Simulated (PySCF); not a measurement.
```xyz
3

Cl     1.5288    -0.2593     0.0000
B     -0.0013     0.5259     0.0000
Cl    -1.5275    -0.2666     0.0000
```

Charge 0, multiplicity 2.

Question: Give the Mulliken and meta-Löwdin atomic charges from PBE0-D3(BJ)/def2-TZVP (PySCF 2.14.0).

Answer: 
| atom | Mulliken (e) | meta-Löwdin (e) |
|---|---|---|
| Cl1 | -0.06 | 0.01 |
| B2 | 0.12 | -0.02 |
| Cl3 | -0.06 | 0.01 |
